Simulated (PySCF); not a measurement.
## Rotational lines of GaI

Lines J+1 ← J of the vibrational ground state, computed from RHF-CCSD(T) constants of GaI, ¹Σ⁺ (singlet), closed shell (Ga x2c-TZVPPall, I x2c-TZVPPall; spin-free X2C with a Gaussian nucleus (PySCF 2.14); masses 68.9256 and 126.9045 u), in MHz:

| J | ν (MHz) |
| --- | --- |
| 5 | 20518.4 |
| 6 | 23937.9 |
| 7 | 27357.4 |
| 8 | 30776.8 |
| 9 | 34196.2 |

(1) Find B0 and the effective bond length r0; with αe = 0.000186 cm⁻¹, find Re.

Correlated steps freeze 27 core orbitals. These are scalar-relativistic numbers at best; spin–orbit coupling would shift them, the dissociation energy most. Where the molecule has an RHF reference, its open-shell atoms are computed with UHF.

Answers

(1) ν = 2B0(J+1) − 4D(J+1)³ gives B0 = 0.057036 cm⁻¹. With the reduced mass μred = 44.666 u, r0 = √(16.8576/(μred·B0)) (u, cm⁻¹, Å) = 2.5724 Å. Be = B0 + αe/2 = 0.057129 cm⁻¹ gives Re = 2.570 Å.
